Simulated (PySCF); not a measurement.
Isomers of C4H11B. Method used: PySCF, PBE0-D3(BJ)/def2-SVP geometry optimisation, gas phase. Energies are electronic, without zero-point or thermal terms, for one conformer each. No frequencies were run at this level. Point groups hold within 0.08 Å.

**Question.** Rank from lowest to highest electronic energy at this level (kcal/mol).
A. `B(CC)CC` (BEt2H)
B. `C(B(C)C)C` (BMe2Et)
C. `BC(C)(C)C`
D. `[CH3:1][BH:2][CH2:3][CH2:4][CH3:5]` with C1–B2–C3–C4 1°, B2–C3–C4–C5 180°

**Answer.** B (0.0), D (10.7), A (15.6), C (25.3).

| SMILES | E (Eh) | E rel (kcal/mol) | dipole (D) | point group | A, B, C (MHz) |
| --- | --- | --- | --- | --- | --- |
| CCB(C)C | -183.55221 | 0.0 | 0.07 | C1 | 5990, 3404, 2569 |
| CBCCC | -183.53521 | 10.7 | 0.41 | – | 12101, 2249, 1989 |
| [H]B(CC)CC | -183.52742 | 15.6 | 0.51 | near C2 | 12731, 2172, 2083 |
| BC(C)(C)C | -183.51189 | 25.3 | 0.69 | Cs | 4811, 4653, 4222 |

**Question.** How do the relative energies change in single points at PBE0/pcSseg-1 (no added dispersion term) on the same geometries?

**Answer.** 
| SMILES | PBE0-D3(BJ)/def2-SVP (kcal/mol) | PBE0/pcSseg-1 (kcal/mol) | shift |
| --- | --- | --- | --- |
| CCB(C)C | 0.0 | 0.0 | 0.0 |
| CBCCC | 10.7 | 10.4 | -0.3 |
| [H]B(CC)CC | 15.6 | 15.5 | -0.1 |
| BC(C)(C)C | 25.3 | 25.2 | -0.1 |

Each column counts from its own lowest isomer. The order is unchanged; the largest shift is 0.3 kcal/mol.
